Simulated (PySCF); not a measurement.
Job file and geometry (Å, from GFN2-xTB) of an NMR shielding run on SMILES C#C[Si@](N)(CC)C[SiH3], C₅H₁₃NSi₂, GIAO PBE0/pcSseg-1 NMR shielding, non-relativistic, gas phase (PySCF 2.14.0, density-fitted response routines); density fitting, a coarse starting grid and PySCF grid level 2 are the driver's defaults:

```
$ OMP_NUM_THREADS=1 python probes_run.py task.json out

{"job": {"kind": "nmr", "xc": "PBE0", "basis": "pcSseg-1"}, "charge": 0, "multiplicity": 1}
C      1.102743    -0.506522     3.216543
C      0.544214    -0.497386     2.152037
Si    -0.354102    -0.502621     0.517231
N     -1.736052    -1.544294     0.458371
C      0.869170    -1.142026    -0.791935
C      0.326476    -1.038537    -2.211620
C     -0.982061     1.261036     0.184156
Si     0.368271     2.568112    -0.059223
H      1.601597    -0.507527     4.143622
H     -1.598064    -2.542023     0.466317
H     -2.550330    -1.306969     1.001424
H      1.122457    -2.181764    -0.580288
H      1.800158    -0.579085    -0.721966
H      1.035037    -1.446385    -2.931987
H      0.138288     0.000846    -2.472012
H     -0.608331    -1.586685    -2.303314
H     -1.616425     1.565913     1.016063
H     -1.624395     1.241622    -0.695399
H      1.204442     2.229164    -1.214824
H      1.206149     2.659955     1.138145
H     -0.258164     3.872119    -0.311813
```

Problem. Write the output of this run.

Solution. 
```
coarse grid: 17800 points
cycle   1  E = -831.3308262757  dE =  5.273e-01  |g| = 6.503e-01  |ddm| = 4.089e+00
cycle   2  E = -831.2966703368  dE =  3.416e-02  |g| = 7.529e-01  |ddm| = 1.227e+00
cycle   3  E = -831.4291206576  dE = -1.325e-01  |g| = 1.292e-01  |ddm| = 6.756e-01
cycle   4  E = -831.4326666601  dE = -3.546e-03  |g| = 5.666e-02  |ddm| = 1.313e-01
cycle   5  E = -831.4333843592  dE = -7.177e-04  |g| = 1.943e-02  |ddm| = 4.924e-02
cycle   6  E = -831.4334762348  dE = -9.188e-05  |g| = 2.855e-03  |ddm| = 1.884e-02
cycle   7  E = -831.4334778531  dE = -1.618e-06  |g| = 1.053e-03  |ddm| = 3.099e-03
final grid: 160720 points
cycle   8  E = -831.4777482424  dE = -4.090e-05  |g| = 8.969e-03  |ddm| = 3.337e-02
cycle   9  E = -831.4777396841  dE =  8.558e-06  |g| = 1.080e-02  |ddm| = 1.562e-02
cycle  10  E = -831.4777680740  dE = -2.839e-05  |g| = 8.000e-04  |ddm| = 8.684e-03
cycle  11  E = -831.4777682124  dE = -1.384e-07  |g| = 3.499e-04  |ddm| = 1.040e-03
cycle  12  E = -831.4777682352  dE = -2.273e-08  |g| = 1.776e-04  |ddm| = 3.402e-04
cycle  13  E = -831.4777682430  dE = -7.881e-09  |g| = 3.517e-05  |ddm| = 1.536e-04
cycle  14  E = -831.4777682433  dE = -2.535e-10  |g| = 1.229e-05  |ddm| = 3.664e-05
converged SCF energy = -831.4777682433

GIAO shielding tensors (ppm)
atom      isotropic    diamagn.    paramagn.     s11        s22        s33       span
  0 C       86.351     262.074    -175.723      6.858      9.963    242.233    235.375
  1 C       93.113     262.944    -169.831     -7.337     -5.501    292.178    299.515
  2 Si     371.168     880.656    -509.488    326.242    383.056    404.207     77.965
  3 N      243.189     316.759     -73.571    212.436    248.941    268.189     55.753
  4 C      175.204     254.924     -79.720    167.785    173.351    184.476     16.691
  5 C      178.022     247.388     -69.366    172.357    174.394    187.315     14.959
  6 C      194.279     259.915     -65.636    186.458    194.684    201.695     15.237
  7 Si     427.313     880.015    -452.703    405.171    407.828    468.940     63.769
  8 H       29.838      34.089      -4.251     24.680     24.874     39.960     15.280
  9 H       31.316      30.612       0.703     24.116     27.179     42.652     18.536
 10 H       31.251      30.568       0.683     24.051     27.652     42.050     17.999
 11 H       30.965      31.889      -0.924     26.358     29.686     36.852     10.494
 12 H       31.010      33.546      -2.536     27.478     29.308     36.245      8.767
 13 H       30.469      28.414       2.056     25.249     27.455     38.704     13.455
 14 H       30.828      31.694      -0.866     25.388     31.078     36.018     10.630
 15 H       30.531      30.118       0.413     25.300     29.956     36.337     11.036
 16 H       31.755      31.762      -0.007     26.818     29.616     38.832     12.014
 17 H       31.718      33.235      -1.517     27.030     29.416     38.708     11.678
 18 H       27.836      29.973      -2.137     23.583     27.662     32.263      8.680
 19 H       27.649      29.558      -1.909     23.739     26.828     32.380      8.640
 20 H       27.667      28.446      -0.779     23.942     25.038     34.020     10.078
```

Size and cost of the density-fitted run: 215 basis functions, 110 s wall time on 1 thread of an Arm Neoverse N1, shared host; peak memory 0.92 GiB.
